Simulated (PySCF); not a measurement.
Structure with atom numbers: `[CH2:1]=[CH:2][C@H:3]1[CH2:4][CH2:5][C:6]([F:7])=[CH:8][O:9]1`; H(Xn) means a hydrogen on atom n. Ha(C4), Ha(C5) are cis to C2 on the ring; Ha(C1) is cis to C3; Hb(C4), Hb(C5) are trans to C2 on the ring; Hb(C1) is trans to C3.

GIAO PBE0/pcSseg-1 shifts (PySCF 2.14.0 with density-fitted response routines, gas phase, non-relativistic, equivalent atoms averaged), each against references optimised in the same way as the molecule (TMS, CFCl3, H2O).

On the GFN2-xTB geometry: C6 155.5, C2 147.2, C8 136.0, C1 120.9, C3 78.0, C4 32.0, C5 23.3, F7 -155.3, O9 90.3, H(C8) 6.87, H(C2) 6.63, Hb(C1) 5.47, Ha(C1) 5.42, H(C3) 4.63, Ha(C5) 2.58, Hb(C5) 2.24, Hb(C4) 2.05, Ha(C4) 1.64 ppm.

Q: What changes on the PBE0-D3(BJ)/def2-SVP geometry?

A: 
```
 atoms  δ (ppm)  change
    C6    152.0    -3.5
    C2    144.4    -2.8
    C8    134.9    -1.1
    C1    123.3    +2.4
    C3     76.3    -1.7
    C4     29.1    -2.9
    C5     21.8    -1.5
    F7   -153.7    +1.6
    O9     92.4    +2.1
 H(C8)     6.66   -0.21
 H(C2)     6.50   -0.13
Hb(C1)     5.41   -0.06
Ha(C1)     5.42   +0.00
 H(C3)     4.16   -0.47
Ha(C5)     2.38   -0.20
Hb(C5)     2.11   -0.13
Hb(C4)     1.97   -0.08
Ha(C4)     1.50   -0.14
```

Unscaled 19F shifts against computed CFCl3 carry errors that often reach 10 to 50 ppm.

Bonds between heavy atoms that differ most (equivalent bonds averaged): C6–F7 1.360 → 1.341 Å, C1–C2 1.319 → 1.332 Å, C6–C8 1.327 → 1.338 Å, C5–C6 1.494 → 1.485 Å, C3–C4 1.539 → 1.530 Å. Mean change of bonds to hydrogen: C–H +0.012 Å. The two structures also differ in conformation, which adds to the changes.
